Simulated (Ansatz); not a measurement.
Geometry optimisation, RKS PBE-D4/def2-SVP (Ansatz 0.2.0).

Input file:

```yaml
crystal:
  periodic: [false, false, false]
  atoms:
    - { symbol: C, position_ang: [-0.6116, 1.3779, 0.4389] }
    - { symbol: C, position_ang: [-0.4743, -0.0792, 0.2646] }
    - { symbol: Sb, position_ang: [1.5572, -0.519, -0.2525] }
    - { symbol: O, position_ang: [2.27331, -0.13266, 1.56424] }
    - { symbol: H, position_ang: [-0.4047, 1.934, -0.5392] }
    - { symbol: H, position_ang: [-1.7177, 1.6566, 0.6846] }
    - { symbol: H, position_ang: [0.0225, 1.8046, 1.2426] }
    - { symbol: H, position_ang: [-1.0929, -0.4357, -0.5503] }
    - { symbol: H, position_ang: [-0.7256, -0.575, 1.2563] }
    - { symbol: H, position_ang: [1.3673, -2.19863, 0.07168] }
    - { symbol: H, position_ang: [2.17572, 0.88828, 1.6771] }
basis:
  gaussian: { orbitals: def2-SVP }
hamiltonian:
  xc: pbe
  dispersion: d4
relax:
  f_tol: 0.015
  max_steps: 40
```

Launched with:

```bash
$ ansatz run input.yaml --threads 2 --pin off --max-ram 3072MiB --backend cpu --events-out ev --progress --plain --runs-dir out
```

Task: Where does it end, and by what steps?

Result: The forces met the threshold. After 11 steps the energy has fallen by 0.388 eV; H11 moved furthest, 0.76 Å.

```csv
step,energy less start (eV),largest force component (eV/Å),accepted
0,0.0000,2.328,yes
1,-0.2750,1.524,yes
2,-0.2832,2.106,yes
3,-0.3479,0.460,yes
4,-0.2914,0.591,no
5,-0.3799,0.139,yes
6,-0.3851,0.054,yes
7,-0.3868,0.131,yes
8,-0.3873,0.082,yes
9,-0.3876,0.019,yes
10,-0.3876,0.016,yes
11,-0.3877,0.009,yes
```

```xyz
11
Properties=species:S:1:pos:R:3
C -0.735 1.418 0.438
C -0.541 -0.075 0.185
Sb 1.582 -0.523 -0.191
O 2.090 0.120 1.676
H -0.500 2.027 -0.461
H -1.780 1.652 0.731
H -0.070 1.757 1.259
H -1.129 -0.446 -0.681
H -0.825 -0.679 1.069
H 1.387 -2.197 0.266
H 2.891 0.667 1.568
```

Whether the end is a true minimum wasn't checked by a vibrational analysis.

Time of the run: 25 s on 2 threads of Arm Neoverse V1 (shared host), peak memory 0.14 GiB.
